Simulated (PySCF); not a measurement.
**C₆ coefficients of unlike pairs at UHF**

Calculated with PySCF 2.14 from the dipole response of each species, C₆(A,B) = (3/π) ∫ α_A(iu) α_B(iu) du, in atomic units, from isotropic polarisabilities. For ions this is the dispersion term alone; charge-induced terms of lower order in 1/R come first.

| species | configuration | basis | relativity | α (bohr³) | C₆ (like pair) |
| --- | --- | --- | --- | --- | --- |
| B²⁺ | [He] 2s1 (2S) | dyall-av2z (11s7p2d) | none | 7.968 | 11.21 |
| He | 1s2 (1S) | x2c-TZVPPall with one added diffuse shell each of s, p type (4s3p1d) | spin-free X2C | 1.322 | 1.380 |
| Si | [Ne] 3s2 3p2 (3P) | x2c-TZVPPall with one added diffuse shell each of s, p, d type (6s6p4d1f) | spin-free X2C | 38.47 | 316.7 |
| V²⁺ | [Ar] 3d3 (4F) | x2c-TZVPPall with one added diffuse shell each of s, p, d, f type (7s6p5d3f1g) | spin-free X2C | 3.960 | 11.89 |

Task: Estimate C₆ for Si with B²⁺.

Result: The integral gives 59.30. The combination rule 2 C_A C_B / (C_A α_B/α_A + C_B α_A/α_B) gives 59.30 and the geometric mean 59.58.

No spin-orbit coupling is included.

The other pairs:

```tsv
pair	C₆
V²⁺, Si	50.40
V²⁺, He	4.029
He, B²⁺	3.140
V²⁺, B²⁺	9.105
Si, He	17.46
```
